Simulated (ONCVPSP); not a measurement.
Pseudopotential generation for Sr: ONCV, LDA (Perdew-Wang 92), scalar-relativistic.

ONCVPSP 4.0.1 input, shortened (lines: element, Z, core and valence counts, functional; n l f; lmax; l rc ep ncon nbas qcut; lloc lpopt rc5 dvloc0; l nproj debl; icmod fcfact rcfact), LDA (Perdew-Wang 92), scalar-relativistic:

```
  Sr 38.00    7    3  -001012      upf
    1    0    2.00
    2    0    2.00
    2    1    6.00
    3    0    2.00
    3    1    6.00
    3    2   10.00
    4    0    2.00
    4    1    6.00
    5    0    1.50
    5    1    0.50
    2
    0    3.15    0.00    4    7    2.20
    1    2.85    0.00    3    7    4.70
    2    2.65    0.29    5    9    3.60
    4    5    1.90    3.00
    0    3    3.80
    1    2    1.50
    2    2    1.60
    1    0.45    0.00
```

In the d channel the program set the typed energies aside and used 0.050, 1.650 Ha.

Q: Does the generator finish with these settings?

A: Yes, a potential is produced and its reference levels are reproduced.

Q: Estimate the cutoffs (Ha) at which the residual kinetic energy of the hardest occupied pseudo-wave falls to 1 and 0.1 mHa per electron.

A: 7.1 Ha and 8.5 Ha. The cutoffs count occupied waves only; projector 3 of the s channel, the hardest unoccupied one, needs 19 Ha at the loose tolerance.

Q: Does the potential have ghost states?

A: No bound ghost flagged; GHOST(+) flagged for s at 164.2 eV.

Q: Which valence shell sets the plane-wave cutoff?

A: 4p: 7 Ha for 1 mHa per electron, against 6 Ha for 5p.

Q: Tests: 4p6 5s2 5p0; 4p6 5s1 5p0; 4p6 5s0 5p0; 4p5 5s2 5p0. Which has the largest error in its energy relative to the reference configuration, and how large is it?

A: 4p5 5s2 5p0, with -206 meV (all-electron minus pseudo) on +27.21 eV.
